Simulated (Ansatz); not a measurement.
`CC(F)([SiH3])[SiH3]` and `CC(F)([SiH3])Br` differ in one atom or group.

Ansatz, PBE0-D4/def2-TZVP geometries, multiplicity 1. 

Scalar relativity is left out up to krypton.

```tsv
property	`CC(F)([SiH3])[SiH3]`
HOMO–LUMO gap (PBE0/def2-TZVPP) / eV	8.10
size of the dipole moment (ωB97M-V/def2-TZVPP) / D	1.52
LUMO energy (PBE/def2-TZVPP) / eV	-0.69
size of the dipole moment (PBE/def2-TZVPP) / D	1.41
HOMO energy (B3LYP/def2-TZVPP) / eV	-7.73
HOMO–LUMO gap (ωB97M-V/def2-TZVPP) / eV	11.95
```

**Question.** Give the same properties after the change, and the shifts. (Best estimate.)

**Answer.** Ansatz gave: 
| property | `CC(F)([SiH3])Br` | shift |
| --- | --- | --- |
| HOMO–LUMO gap (PBE0/def2-TZVPP) / eV | 7.43 | -0.67 |
| size of the dipole moment (ωB97M-V/def2-TZVPP) / D | 2.03 | 0.51 |
| LUMO energy (PBE/def2-TZVPP) / eV | -1.52 | -0.83 |
| size of the dipole moment (PBE/def2-TZVPP) / D | 1.90 | 0.49 |
| HOMO energy (B3LYP/def2-TZVPP) / eV | -7.74 | -0.01 |
| HOMO–LUMO gap (ωB97M-V/def2-TZVPP) / eV | 11.64 | -0.31 |

With PBE0 the HOMO falls by 0.05 eV and the LUMO falls by 0.71 eV, so the gap narrows by about 0.66 eV. PBE moves the HOMO by -0.09 eV and ωB97M-V by -0.05 eV. Dipoles are sizes alone; their direction can turn.

B3LYP here is the variant with VWN-RPA as its local correlation; programs differ in this.

Spin–orbit coupling is left out; it splits and shifts lone-pair levels of the heavy atoms by tenths of an eV.
